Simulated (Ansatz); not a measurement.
```yaml
crystal:
  periodic: [false, false, false]
  atoms:
    - {symbol: F, position_ang: [-2.483020, -1.712264, -0.403307]}
    - {symbol: In, position_ang: [-0.530819, -1.910536, -0.219686]}
    - {symbol: F, position_ang: [0.322884, -1.347251, 1.874492]}
    - {symbol: F, position_ang: [0.627510, -2.566405, -1.409939]}
    - {symbol: N, position_ang: [-0.140190, 0.430580, -0.782893]}
    - {symbol: Si, position_ang: [0.544128, 1.303720, 0.584295]}
    - {symbol: H, position_ang: [-1.108085, 0.938977, -1.079295]}
    - {symbol: H, position_ang: [0.493995, 0.306565, -1.646634]}
    - {symbol: H, position_ang: [1.766916, 0.909729, 0.904118]}
    - {symbol: H, position_ang: [0.795921, 2.836166, 0.073158]}
    - {symbol: H, position_ang: [-0.229625, 1.443153, 1.812995]}
basis:
  gaussian: {orbitals: def2-SVPD}
hamiltonian: {xc: {name: wB97X}}
relax: {f_tol: 0.001, max_steps: 2}
output: {forces: true}
```

```sh
$ ansatz run in.yaml --threads 4 --pin off --events-out ev --progress --plain --max-ram 11315MiB
```

Output, abridged:

```
Functional definition: wB97X
1653 factors; their error is unknown
687 factors; integrals over basis functions are off by at most 8.9e-7 eV
mean field evaluation 1: about -22755.9720 eV, gradient 6.9e1 eV
mean field evaluation 2: about -22750.7936 eV, gradient 9.6e1 eV
mean field evaluation 4: about -22764.4797 eV, gradient 3.7e0 eV
mean field evaluation 8: about -22764.5939 eV, gradient 1.9e-1 eV
mean field evaluation 16: about -22764.5940 eV, gradient 5.4e-5 eV
mean field -22764.59399317 eV, -836.5833988529 hartree, gradient 5.4e-5 eV, S^2 0.000000; 0 other end points of the search recorded, 0 dependent functions left out
reference -22764.59394059 eV, -836.5833969206 hartree; 37, 37 occupied and 148, 148 virtual orbitals, 1653 factors
relax step   1: F+E_penalty+E_count = -22764.59399317 eV  Δ(F+E_penalty+E_count) = +0.000e0 eV  max|allowed force component| = 5.925e0 eV/Å  Δτ_max = 0.0000 Å  (33 SCF iters, accepted)
1653 factors; their error is unknown
687 factors; integrals over basis functions are off by at most 9.6e-7 eV
mean field -22766.60060078 eV, -836.6571403225 hartree, gradient 1.2e-5 eV, S^2 0.000000; 0 other end points of the search recorded, 0 dependent functions left out
reference -22766.60054943 eV, -836.6571384356 hartree; 37, 37 occupied and 148, 148 virtual orbitals, 1653 factors
relax step   2: F+E_penalty+E_count = -22766.60060078 eV  Δ(F+E_penalty+E_count) = -2.007e0 eV  max|allowed force component| = 1.771e0 eV/Å  Δτ_max = 0.1948 Å  (42 SCF iters, accepted)
Error: geometry relaxation did not converge after 2 steps: max|allowed force component| = 1.77e0 eV/Å (threshold 1.0e-3). Raise `relax.max_steps` over both its present limit and 2, loosen `relax.f_tol`, or start from a geometry closer to equilibrium. Where this run's directory can be resumed (`checkpoint.write`), a resume goes on for up to `relax.max_steps` more
```

**Question.** Something in this input is off. What?

**Answer.** The relaxation is allowed too few steps for its threshold. The calculation stopped without meeting its thresholds.
